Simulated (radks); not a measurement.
Spherical quantum dot in the effective-mass picture: electrons in a parabolic well V = omega^2 r^2 / 2 with omega = 0.158, all in effective atomic units (hartree* = m*/eps^2 hartree, bohr* = eps/m* bohr), one dielectric constant everywhere. Calculated with a radial shooting solver with Libxc functionals: non-relativistic Kohn-Sham, LDA (Slater exchange, Perdew-Wang correlation), spin-polarised, spherical densities. Levels are named by radial order and angular momentum (1s, 1p, 1d, 2s, ...), and open shells are averaged over m.

N = 23, configuration 1s2 1p6 1d10 2s2 1f(up 3, down 0). This is the lowest configuration that the search found. Occupied and some empty levels:

level    occupation  eigenvalue (hartree*)  <r> (bohr*)
1s up             1                 3.3556        6.231
1s down           1                 3.3615        6.075
1p up             3                 3.3888        7.139
1p down           3                 3.3965        7.069
1d up             5                 3.4335        7.751
1d down           5                 3.4422        7.724
2s up             1                 3.4654        5.895
2s down           1                 3.4694        5.979
1f up             3                 3.4881        8.230
1f down           0                 3.4972        8.227
2p up             0                 3.5335        6.735
2p down           0                 3.5379        6.754
1g up             0                 3.5513        8.634
1g down           0                 3.5604        8.646
2d up             0                 3.6065        7.443
2d down           0                 3.6115        7.441

Energy (hartree*): total 47.5931, kinetic 2.1706, external 16.709, Hartree 32.349, exchange-correlation -3.6346.
